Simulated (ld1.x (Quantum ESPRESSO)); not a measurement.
## S, TM: configuration errors across variants

```json
{"Element": "sulfur", "Generator": "ld1.x (Quantum ESPRESSO) 7.5", "Type": "norm-conserving Troullier–Martins (Kleinman–Bylander form)", "Functional": "PBE", "Relativity": "scalar-relativistic", "Frozen core": "[Ne]", "Valence charge": "6", "Reference configuration": "3s2 3p4", "Partial waves": "3s (bound): rc 1.10 bohr; 3p (bound): rc 1.15 bohr; 3d channel at 0.35 Ry: rc 0.95 bohr", "Local potential": "the d channel", "Core correction": "none"}
```

All-electron excitation energies from the reference (eV): (1) 3s2 3p3 11.769; (2) 3s2 3p2 34.053; (3) 3s2 3p1 68.094; (4) 3s0 3p6 20.740; (5) 3s2 3p3.5 4.660; (6) 3s1 3p4 22.648; (7) 3s2 3p0 114.891.

1 further variants failed, have other tests or too few solved ones, and are left out.

A true bound ghost makes a file unfit for plane-wave use even where its test errors are small: the radial tests pick states by their node count and pass the ghost by.

Errors AE − PS in meV (a dash: test not solved or not reliable):

| change | (1) | (2) | (3) | (4) | (5) | (6) | (7) | bound ghosts |
| --- | --- | --- | --- | --- | --- | --- | --- | --- |
| base | +2.5 | +12 | +23 | +19 | +0.5 | +15 | +23 | s |
| wave 3p (bound): rc 1.15 bohr becomes 3p (bound): rc 1.76 bohr | +1.4 | +9.3 | +26 | +54 | +0.1 | +17 | +56 | s |
| wave 3s (bound): rc 1.10 bohr becomes 3s (bound): rc 1.14 bohr | +2.7 | +13 | +27 | +13 | +0.5 | +13 | +37 | s |
| core correction a·sin(br)/r model core inside 0.80 bohr | +3.6 | +17 | +28 | +6.7 | +0.7 | +11 | -31 | s |
| all radii scaled by about 0.92 (s 1.02, p 1.06, d 0.88 bohr) | +3.7 | +17 | +32 | +43 | +0.8 | +23 | +21 | s |

Problem. Give the same row for: wave 3d channel at 0.35 Ry: rc 0.95 bohr becomes 3d channel at -0.18 Ry: rc 0.95 bohr.

Solution. +2.4, +12, +22, +19, +0.5, +15, +21; bound ghosts: s.
